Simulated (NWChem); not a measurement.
Correlation energy of ammonia borane (H6BN)

SMILES: [BH3-][NH3+]
```xyz
8

B      0.9250    -0.0703     0.0000
N     -0.7241     0.0551     0.0000
H      1.3318     1.0825     0.0000
H      1.1975    -0.6830    -1.0223
H      1.1975    -0.6830     1.0223
H     -1.0582     0.5584     0.8253
H     -1.1666    -0.8671     0.0000
H     -1.0582     0.5584    -0.8253
```
Charge 0, spin multiplicity 1.

The numbers come from NWChem runs, not from measurements. All single points use one geometry, from B3LYP/def2-SVP, a minimum by its harmonic frequencies.

Basis set: STO-3G. Each correlation energy counts from its own Hartree-Fock reference.

The correlated methods keep 2 core orbitals frozen. Coupled-cluster values serve here as a point of comparison, not as the truth.

Q: For the correlation energy, MP2 gives -101.3 mHa and CR-CCSD(T) gives -136.8 mHa. What do CCSD, CCSDT give?

A: CCSD: -136.2 mHa; CCSDT: -137.1 mHa.
